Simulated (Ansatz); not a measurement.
Basis sets compared for cis-Sn(H2O)2Cl4 (SnCl₄O₂H₄). Total charge 0; singlet. Geometry PBE0-D4/def2-SVP. Ansatz on 4 threads of AMD EPYC 7B13 on a shared host; times are rough, and most runs start from earlier orbitals.

```xyz
11

Sn    0.544   -0.378    0.378
O    -1.786   -0.243    0.302
H    -1.941    0.450    0.967
H    -2.105   -1.070    0.696
Cl    2.872   -0.055    0.169
O     0.354    1.237   -1.298
H     0.333    0.667   -2.087
H     1.210    1.692   -1.317
Cl    0.208   -2.084    1.973
Cl    0.214   -1.713   -1.577
Cl    0.099    1.496    1.794
```

In the def2 sets Sn takes a core potential, while STO-3G treats all electrons; there is no spin–orbit coupling.

STO-3G and 6-31G are all-electron sets without relativity, so their totals don't compare with the def2 sets.

Binding counts from free atoms (Sn triplet, O triplet, H doublet, Cl doublet) in the same basis, without a counterpoise term.

```csv
level,functions,energy (Eh),HOMO (eV),LUMO (eV),binding per atom (eV),wall time
HF/STO-3G,77,-7931.9327,-10.05,5.59,2.68,0.7 s
HF/def2-TZVP,284,-2203.7187,-12.16,0.96,2.08,7 s
PBE-D4/def2-SVP,146,-2206.5440,-7.03,-3.41,3.19,1.4 s
PBE-D4/def2-TZVP (with forces),284,-2207.3837,-7.36,-3.68,3.17,3.8 s
PBE0-D4/def2-SVP,146,-2206.7096,-8.56,-2.66,3.09,2.5 s
PBE0-D4/def2-TZVP,284,-2207.5378,-8.80,-2.86,3.09,9 s
```

**Question.** Estimate the rows for HF/def2-TZVPD, PBE-D4/def2-TZVPD, PBE0-D4/def2-TZVPD.

**Answer.** 
| level | functions | energy (Eh) | HOMO (eV) | LUMO (eV) | binding per atom (eV) | wall time |
| --- | --- | --- | --- | --- | --- | --- |
| HF/def2-TZVPD | 356 | -2203.7228 | -12.17 | 0.48 | 2.09 | 12 s |
| PBE-D4/def2-TZVPD | 356 | -2207.3894 | -7.43 | -3.80 | 3.17 | 6.5 s |
| PBE0-D4/def2-TZVPD | 356 | -2207.5425 | -8.84 | -2.95 | 3.09 | 15 s |
